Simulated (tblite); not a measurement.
Compound: C5H10O2P (charge -1).
Numbering: `[CH2:1]=[CH:2][P@@:3](=[O:4])([O-:5])[CH2:6][CH2:7][CH3:8]` (hydrogens: H9, H10 on C1; H11 on C2; H12, H13 on C6; H14, H15 on C7; H16, H17, H18 on C8)
Bond orders are those of one Lewis drawing.

Computed with GFN2-xTB (tblite), gas phase: L-BFGS steps from a force-field or distance-geometry start until the largest atomic force falls under 0.01 eV/Å.

Geometry at step 0:
```
atom  x, y, z in Å
C1      3.0145    1.1147    0.5744
C2      2.4305    0.1413   -0.1480
P3      1.1144   -0.8979    0.4853
O4      1.0693   -2.2636   -0.1644
O5      0.8647   -0.7736    1.9842
C6     -0.2929    0.0401   -0.3126
C7     -1.6472   -0.5744   -0.0096
C8     -2.7700    0.2044   -0.6570
H9      2.6620    1.3059    1.5881
H10     3.8151    1.7076    0.1815
H11     2.7777   -0.0949   -1.1390
H12    -0.2554    1.0702    0.0570
H13    -0.1166    0.0561   -1.3815
H14    -1.8004   -0.6080    1.0754
H15    -1.6700   -1.6071   -0.3531
H16    -3.7432   -0.2617   -0.4163
H17    -2.7990    1.2370   -0.2996
H18    -2.6622    0.2102   -1.7497
```

Task: What forces act on the atoms?

Result: 
```csv
atom,Fx (eV/Å),Fy (eV/Å),Fz (eV/Å)
C1,-1.042,-1.236,-0.338
C2,1.434,1.222,0.839
P3,-2.687,-1.284,1.339
O4,0.762,0.750,0.569
O5,0.928,-0.215,-1.387
C6,-0.019,0.462,0.052
C7,0.349,-0.050,0.323
C8,-0.737,-0.046,-0.202
H9,0.185,-0.076,-0.417
H10,0.232,0.289,-0.034
H11,0.056,0.012,-0.232
H12,-0.085,0.010,-0.046
H13,-0.047,0.036,-0.345
H14,0.159,0.071,-0.075
H15,0.152,-0.100,-0.101
H16,0.312,0.205,-0.129
H17,0.061,-0.108,-0.079
H18,-0.013,0.060,0.261
```

The largest, 3.27 eV/Å, acts on P3; the rms over all components is 0.664 eV/Å. The forces sum to zero within rounding, as they must for an isolated molecule in no field.

Task: Give the force on P3 in Eh/bohr and in nN.

Result: 3.265 eV/Å ÷ 51.422 = 0.06350 Eh/bohr, and 3.265 eV/Å × 1.602 = 5.23 nN.

Task: How far is this geometry from the end of the optimisation?

Result: 0.266 eV above it, and 0.264 Å rms away after alignment. The bonds farthest from their final lengths, with half the difference of the two atoms' forces along the bond (positive lengthens):

```csv
bond,now (Å),final (Å),force along bond (eV/Å)
C2–P3,1.793,1.846,+2.33
P3–O5,1.525,1.489,-1.59
C1=C2,1.346,1.318,-1.74
P3=O4,1.513,1.493,-0.80
C8–H16,1.106,1.090,-0.51
C1–H10,1.071,1.085,+0.84
```

The angle farthest from its final value is P3–C6–C7, 112.5° against 105.6°.

Of the 6 listed bonds off by 0.010 Å or more, this force points towards the final length in 6.

What follows is the cost of the whole relaxation. Time: 0.6 s of wall time. Hardware: one thread, Intel Xeon Platinum 8488C (x86_64), shared host with 192 logical CPUs at a one-minute load of 8.5.
